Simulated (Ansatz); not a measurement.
Results of the Gaussian-basis code of Ansatz.

A structure relaxed at PBE0-D4/def2-TZVP, charge 0, multiplicity 1:

```json
{"atom": "C1", "x (Å)": "-1.8986", "y (Å)": "0.5838", "z (Å)": "-0.3875"}
{"atom": "Si2", "x (Å)": "-0.0980", "y (Å)": "0.1663", "z (Å)": "-0.6238"}
{"atom": "C3", "x (Å)": "0.4981", "y (Å)": "0.7035", "z (Å)": "-2.3092"}
{"atom": "C4", "x (Å)": "0.2348", "y (Å)": "-1.6443", "z (Å)": "-0.3360"}
{"atom": "Se5", "x (Å)": "1.1749", "y (Å)": "1.5064", "z (Å)": "0.7952"}
{"atom": "Si6", "x (Å)": "1.0594", "y (Å)": "0.3516", "z (Å)": "2.6955"}
{"atom": "Cl7", "x (Å)": "1.7083", "y (Å)": "1.5638", "z (Å)": "4.1965"}
{"atom": "Cl8", "x (Å)": "-0.8308", "y (Å)": "-0.2782", "z (Å)": "3.1605"}
{"atom": "Cl9", "x (Å)": "2.2368", "y (Å)": "-1.3165", "z (Å)": "2.7014"}
{"atom": "H10", "x (Å)": "-2.5082", "y (Å)": "0.0165", "z (Å)": "-1.0979"}
{"atom": "H11", "x (Å)": "-2.2333", "y (Å)": "0.3394", "z (Å)": "0.6218"}
{"atom": "H12", "x (Å)": "-2.0762", "y (Å)": "1.6478", "z (Å)": "-0.5578"}
{"atom": "H13", "x (Å)": "-0.0731", "y (Å)": "0.1861", "z (Å)": "-3.0859"}
{"atom": "H14", "x (Å)": "1.5551", "y (Å)": "0.4677", "z (Å)": "-2.4484"}
{"atom": "H15", "x (Å)": "0.3651", "y (Å)": "1.7781", "z (Å)": "-2.4545"}
{"atom": "H16", "x (Å)": "-0.2877", "y (Å)": "-2.2224", "z (Å)": "-1.1051"}
{"atom": "H17", "x (Å)": "1.3004", "y (Å)": "-1.8704", "z (Å)": "-0.4023"}
{"atom": "H18", "x (Å)": "-0.1270", "y (Å)": "-1.9792", "z (Å)": "0.6375"}
```

(1) Give its formula and SMILES.

(2) Point group (tolerance 0.08 Å, 0.16 Å for H)?

(3) Summarise the bond lengths by kind.

## Answers

(1) C3H9Cl3SeSi2, `C[Si](C)(C)[Se][Si](Cl)(Cl)Cl`.

(2) C1.

(3) 3 × C–Si 1.863 to 1.867 Å; 9 × C–H 1.091 to 1.095 Å; 2 × Se–Si 2.227 to 2.330 Å; 3 × Cl–Si 2.036 to 2.046 Å.
